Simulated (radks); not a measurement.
Species: Hg+. Configuration: [Xe] 4f14 5d10 6s1 (the NIST ground configuration). All-electron calculation, scalar-relativistic Kohn-Sham, Slater X-alpha with alpha = 0.674, spin-polarised, spherical densities, finite nucleus; open shells are filled with parallel spins first (spin-orbit coupling, left out, can overturn this in heavy ions); Fermi nuclear charge, rms radius 5.4648 fm. Program: a radial shooting solver on a logarithmic mesh with Libxc functionals.

Radial electron density D(r) = 4 pi r^2 rho(r):

```
   r/bohr * D(r) (the largest magnitude, 150, reaches the edge; | marks zero)
 0.003291 |                  *
 0.004425 |                         *
 0.005997 |                                *
 0.008062 |                                     *
  0.01093 |                                        *
  0.01481 |                                      *
  0.01991 |                                   *
  0.02698 |                                     *
  0.03628 |                                              *
  0.04916 |                                                      *
  0.06663 |                                                 *
  0.08958 |                                          *
   0.1214 |                                                *
   0.1632 |                                                *
   0.2212 |                               *
   0.2998 |                             *
   0.4031 |                                *
   0.5463 |                  *
   0.7345 |         *
   0.9954 |       *
    1.338 |    *
    1.814 | *
    2.458 |*
    3.305 *
    4.479 *
    6.022 *
    8.161 *
```

D(r) has 4 maxima, at r = 0.0110, 0.0512, 0.142, 0.366 bohr, and minima at 0.0214, 0.0918, 0.262 bohr, inside which lie 1.88, 11.04, 30.10 electrons.
